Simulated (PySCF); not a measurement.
**Property card for `[NH3]->[In]([Cl])([Cl])[Cl]` (In(NH3)Cl3)**

Species: In(NH3)Cl3.
Bonds: In1–N2, In1–Cl6, In1–Cl7, In1–Cl8. Hydrogens: H3, H4, H5 on N2.

PBE0-D3(BJ)/def2-SVP geometry optimisation, gas phase, def2 core potentials past Kr (PySCF):

```yaml
Rotational_constants_A_B_C: 1.311, 1.274, 0.890 GHz
```

**wB97X-D/def2-SVPD ground state and vertical TDDFT (core frozen in the response) (PySCF)**

```yaml
Dipole_moment: 6.09 D
HOMO_energy: -10.67 eV
LUMO_energy: -0.39 eV
HOMO–LUMO_gap: 10.28 eV
Lowest_singlet_excitation: 5.77 eV (215 nm, f = 0.000)
Strongest_line_among_the_10_lowest_singlet_transitions: S8 at 7.54 eV (164 nm, f = 0.212)
Lowest_triplet_excitation_Tamm–Dancoff: 5.46 eV
Static_isotropic_polarisability: 87.2 au
```

From PBE0/pcSseg-1 (def2-TZVP on In) ground state and GIAO shieldings (PySCF):

```yaml
Lowest_Mulliken_atomic_charge: -0.47 e on N2
Highest_Mulliken_atomic_charge: +0.83 e on In1
1H_chemical_shifts_computed_TMS_as_zero_by_class: 1.84 (H3/H4/H5) ppm
Isotropic_shieldings_of_nuclei_other_than_C_and_H_by_class: 229 (N2), 968 (Cl6/Cl7/Cl8) ppm
Mayer_bond_orders_between_heavy_atoms: In1–N2 0.39, In1–Cl6 0.96, In1–Cl7 0.96, In1–Cl8 0.96
```

Monoisotopic mass (most abundant isotopes): 236.8370 u.

The vertical singlet–triplet gap S1 − T1 is 0.31 eV (TDDFT singlet less Tamm–Dancoff triplet; S1: HOMO→LUMO, weight 0.91; T1: HOMO→LUMO, weight 0.89). In atomic units the dipole is 2.40 e·bohr (1 au = 2.5417 D). The largest Löwdin shares of the HOMO are 0.42 on Cl8, 0.38 on Cl7 and 0.20 on Cl6. No computed singlet falls in the visible range (750 to 380 nm, 1.65 to 3.26 eV); S1 lies 2.51 eV above its blue end. The principal polarisabilities are 77.0, 91.6 and 92.8 au; their mean is the isotropic value.

Atoms past krypton carry effective core potentials; spin–orbit coupling is left out. Atoms bound to In lack the heavy atom's spin–orbit term in their shielding, so their NMR values are less reliable.
